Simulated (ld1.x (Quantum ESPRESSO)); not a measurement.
What one change does to a pseudopotential (S (Z = 16), TM)

* Element: sulfur (S)
* Generator: ld1.x (Quantum ESPRESSO) 7.5
* Type: norm-conserving Troullier–Martins (Kleinman–Bylander form)
* Functional: LDA (PZ)
* Relativity: scalar-relativistic
* Frozen core: [Ne]
* Valence charge: 6
* Reference configuration: 3s2 3p3 (charge +1)
* Partial waves: 3p (bound): rc 1.45 bohr; 3d channel at -0.1 Ry: rc 1.20 bohr; 3s (bound): rc 1.40 bohr
* Local potential: the s channel
* Core correction: none

Change: functional PBE.

Cutoffs: the cutoffs (Ry, on a coarse ladder) from which the occupation-weighted sum of valence levels, in a spherical-Bessel basis at the reference potential, stays within 10 and 1 mRy of its value at 400 Ry; they do not see the model core or the augmentation charge, which bear on the density cutoff. Errors are all-electron minus pseudo energies relative to the spin-unpolarised reference configuration.

Predict the effect on cutoff, ghosts and configuration errors.

The potential gets neither clearly harder nor softer (40 Ry and 60 Ry → 40 Ry and 60 Ry); the number of tests with a reliable result goes from 9 to 7; of the 7 tests that both files solve, the error grows in 0 and shrinks in 7 by more than 15 % and 0.3 meV (median size 8.2 → 4.8 meV); neither file shows a bound ghost.

| quantity | base | changed |
| --- | --- | --- |
| cutoff, loose | 40 Ry | 40 Ry |
| cutoff, tight | 60 Ry | 60 Ry |
| bound ghosts | none | none |
| error for 3s2 3p4, meV [ΔE -11.86 → -11.77 eV] | +6.0 | +3.5 |
| error for 3s2 3p2, meV [ΔE 22.37 → 22.28 eV] | +13 | +5.8 |
| error for 3s2 3p1, meV [ΔE 56.53 → 56.33 eV] | +86 | +40 |
| error for 3s2 3p0, meV [ΔE 103.51 → 103.12 eV] | +295 | +140 |
| error for 3s2 3p3.5, meV [ΔE -7.15 → -7.11 eV] | +2.3 | +1.4 |
| error for 3s2 3p4.3, meV [ΔE -13.60 → -13.48 eV] | +8.2 | +4.8 |
| error for 3s1 3p5, meV [ΔE -1.62 → -1.46 eV] | +4.1 | +1.2 |
| s: phases at 1.60 bohr within 0.05 rad from the reference energy up to (Ry; the scan ends near 5) | to the end of the scan | to the end of the scan |
| p: phases at 1.60 bohr within 0.05 rad from the reference energy up to (Ry; the scan ends near 5) | to the end of the scan | to the end of the scan |
| d: phases at 1.60 bohr within 0.05 rad from the reference energy up to (Ry; the scan ends near 5) | to the end of the scan | to the end of the scan |
